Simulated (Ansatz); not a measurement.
Relaxation of BH₇OSSi (11 atoms, charge 0, multiplicity 1), to a largest force component of 0.03 eV/Å in at most 50 steps.

All numbers below come from Ansatz, RKS LDA/def2-SVP.

```xyz
11
Properties=species:S:1:pos:R:3
B -1.243 0.558 0.087
S -0.507 -2.119 1.649
H -1.831 0.854 1.116
H -1.783 0.141 -0.926
H 0.337 -1.120 1.259
O 0.159 0.809 0.071
Si 1.231 0.598 -1.211
H -1.015 -1.340 2.655
H 0.491 0.153 -2.445
H 1.925 1.908 -1.461
H 2.235 -0.442 -0.793
```

Task: Where does it end, and by what steps?

Result: The forces met the threshold. After 21 steps the energy has fallen by 0.360 eV; H8 moved furthest, 1.17 Å. Joined: B1–S2.

```
step  energy less start (eV)  largest force component (eV/Å)  accepted
   0                  0.0000                           2.262       yes
   1                 -0.1069                           0.942       yes
   2                 -0.1348                           0.758       yes
   3                 -0.1794                           0.587       yes
   4                 -0.2100                           0.700       yes
   5                 -0.2278                           0.394       yes
   6                 -0.2353                           0.111       yes
   7                 -0.2365                           0.052       yes
   8                 -0.2374                           0.055       yes
   9                 -0.2378                           0.148       yes
  10                 -0.2402                           0.064       yes
  11                 -0.2420                           0.156       yes
  12                 -0.2491                           0.368       yes
  13                 -0.2606                           0.661       yes
  14                 -0.2891                           0.710       yes
  15                 -0.3406                           0.161       yes
  16                 -0.3486                           0.094       yes
  17                 -0.3566                           0.145       yes
  18                 -0.3586                           0.078       yes
  19                 -0.3594                           0.032       yes
  20                 -0.3595                           0.033       yes
  21                 -0.3596                           0.008       yes
```

```xyz
11
Properties=species:S:1:pos:R:3
B -1.268 0.228 0.178
S -0.735 -1.348 1.463
H -2.181 0.702 0.849
H -1.616 -0.488 -0.772
H 0.465 -1.641 0.859
O -0.125 1.033 0.018
Si 1.092 0.645 -1.034
H -0.106 -0.636 2.450
H 0.608 0.506 -2.454
H 2.167 1.689 -0.936
H 1.699 -0.691 -0.621
```

Whether the end is a true minimum wasn't checked by a vibrational analysis.

Time of the run: 25 s on 2 threads of Arm Neoverse V2, on a shared host, peak memory 0.15 GiB.
